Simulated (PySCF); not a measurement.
Bond length, frequency and bond energy of CuN⁻ by level of theory

State: ⁴Σ⁻ (quartet), unpaired electrons σ ↑, π ↑↑. Set-up: basis Cu def2-TZVPPD, N def2-TZVPPD; no relativity; PySCF 2.14. De refers to Cu⁻ (3d10 4s2) + N in their high-spin ground configurations, without counterpoise correction. The functionals are run spin-unrestricted. A positive dipole points towards N; it is taken about the centre of mass and depends on that origin.

```
      Level  Re (Å)  ωe (cm⁻¹)  De (eV)  μ (D)  CPU s a point (SCF and correlation, without the integrals)
    UHF-MP2   1.810        532      n/a    n/a                                                         4.8
UHF-SCS-MP2   1.854        495      n/a    n/a                                                         n/a
   UHF-CCSD   1.891        451      n/a    n/a                                                         n/a
UHF-CCSD(T)   1.850        484      n/a    n/a                                                         550
        PBE   1.805        561     2.22   0.04                                                         2.3
     revPBE   1.823        538      n/a   0.09                                                         1.5
       PW91   1.805        562     2.24  -0.01                                                         1.5
     r²SCAN   1.804        562      n/a   0.01                                                         3.4
      M06-L   1.830        519     1.74   0.49                                                         3.5
    r²SCANh   1.819        537      n/a   0.04                                                         4.8
       PBE0   1.843        502      n/a   0.14                                                         4.8
  CAM-B3LYP   1.842        506      n/a  -0.17                                                         7.6
     B2PLYP   1.825        515      n/a   0.26                                                           5
```

Question: What does a quarter of exact exchange do here, going from PBE to PBE0?

Answer: PBE0 less PBE: +3.8 pm in Re, -10.5 % in ωe. Exact exchange removes part of the self-interaction that spreads semilocal densities, and in most molecules shortens and stiffens the bond and lowers De; here Re and ωe go the other way.

Question: What does the triples do here, going from UHF-CCSD to UHF-CCSD(T)?

Answer: UHF-CCSD(T) less UHF-CCSD: -4.1 pm in Re, +7.3 % in ωe. Correlation nearly always deepens the well. The bond shortens, as in weak, metallic or heavy-atom bonds, where dispersion and the correlation of outer-core electrons pull the atoms together.

Correlated steps freeze 6 core orbitals. For an ion De counts to the pair picked by the measured ionisation energies or electron affinities, which need not be the lowest pair at this level. The highest Kohn–Sham level is positive in this anion. Much of that is self-interaction error, but it also means that the finite basis helps to hold the extra electron. B2PLYP dipoles, levels and charges come from its SCF part alone. The CCSD T1 diagnostic is raised, a sign that a single reference may not be enough here. The state is the lowest single determinant that the PBE0 search found; with open d or f shells the true ground state can be another one.

The whole job (state search and all levels along the bond) took about 45 min on 2 threads of Arm Neoverse V1 (shared host), peak memory 5.6 GiB.
